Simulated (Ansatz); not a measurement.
Stepwise reaction of `[SnH4]` with ammonia, as a gas-phase model of exchange steps in deposition or etching. ΔE in kJ/mol; ΔG adds harmonic PBE0-D4 terms to CCSD(T)/CBS, at 1 bar.

Calculated with Ansatz (gas phase, PBE0-D4/def2-TZVP geometries, no zero-point term in ΔE). CBS: MP2 limit from def2 TZ/QZ plus the TZ coupled-cluster correction, frozen cores. This one scheme is used for every species. Functionals use def2-TZVPP. B3LYP here is the variant with VWN-RPA as its local correlation; programs differ in this. def2 core potentials past Kr. For Sn outer-core shells are correlated without core-valence functions, which leaves a few kJ/mol of doubt a bond. One conformer a species, not always the lowest.

```
step                                                              reaction  PBE-D4  B3LYP-D4  ωB97M-V  CCSD(T)/CBS  ΔG(600 K)
   1                                   `[SnH4]` + NH₃ → `[NH2][SnH3]` + H₂    32.6      33.4     35.1         27.6       14.1
   2                         `[NH2][SnH3]` + NH₃ → `[NH2][SnH2][NH2]` + H₂    20.6      21.1     22.6         15.0       20.2
   3              `[NH2][SnH2][NH2]` + NH₃ → `[NH2][SnH]([NH2])[NH2]` + H₂    15.6      16.1     16.7         10.3        5.3
   4  `[NH2][SnH]([NH2])[NH2]` + NH₃ → `[NH2][Sn]([NH2])([NH2])[NH2]` + H₂     9.2       9.2     10.8          4.6       17.3
```

Question: By hand: ΔE of the 4 steps together at CCSD(T)/CBS.

Answer: (27.6) + (15.0) + (10.3) + (4.6) = 57.5 kJ/mol, or 14.4 kJ/mol a step.

In ΔE each step is lower than the one before. ΔG lies between 5.3 and 20.2 kJ/mol a step. PBE-D4 differs from CCSD(T)/CBS by 4.6 to 5.6 kJ/mol a step. Isolated molecules leave out the surface, adducts and barriers. Largest T1 diagnostic: 0.013.
